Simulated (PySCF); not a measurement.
# Ionisation of 1,4-diethynylbenzene

Molecule: `C#Cc1ccc(C#C)cc1` (C10H6). Numbering: `[CH:1]#[C:2][c:3]1[cH:4][cH:5][c:6]([C:7]#[CH:8])[cH:9][cH:10]1` These are map numbers, not IUPAC locants.

Level of theory: ωB97X-D3(BJ)/ma-def2-SVP single points in PySCF, grid level 2; every species was optimised with PBE0-D3(BJ)/def2-SVP. Thermal corrections: PBE0-D3(BJ)/def2-SVP frequencies, unscaled, ideal gas at 298.15 K and 1 bar, quasi-RRHO entropy.

Frontier levels of the parent: HOMO -8.85 eV, LUMO 0.13 eV.

Oxidation to the radical cation:
- Vertical ionisation energy (electronic): 8.62 eV
- Adiabatic ionisation energy (with zero-point energy): 8.49 eV
- Adiabatic, electronic part: 8.51 eV
- Vertical gap at the product's structure: 8.35 eV
- Inner reorganisation energy (four-point): 274 meV
- Relaxation of product / of parent: 113 / 161 meV
- ⟨S²⟩ of the product: 0.817
- Largest spin populations: C8 0.34, C1 0.34, C3 0.25, C6 0.25
- Largest changes of atomic charge: C8 0.18, C1 0.18, C3 0.11, C6 0.11
- Distances that move most (Å): C6–C7 1.428 → 1.397; C2–C3 1.428 → 1.397; C3–C4 1.406 → 1.429; C6–C9 1.406 → 1.429
- Potential in water: 6.64 V absolute (solvation -23 → -200 kJ/mol)

Solvents are IEF-PCM continua (electrostatics only, gas-phase structures); absolute potentials refer to an electron at rest in vacuum.

Measured values (NIST Chemistry WebBook, evaluated or the median of agreeing entries): adiabatic ionisation energy 8.58 eV (computed 8.49, difference -0.09).

Caveats: ma-def2-SVP is a small basis, whose errors can reach tens of kJ/mol.

Run with `OMP_NUM_THREADS=1 python redox_run.py task.json out` on 1 thread of Arm Neoverse V2, a shared host. Structures, frequencies and single points: 56 min of wall time.
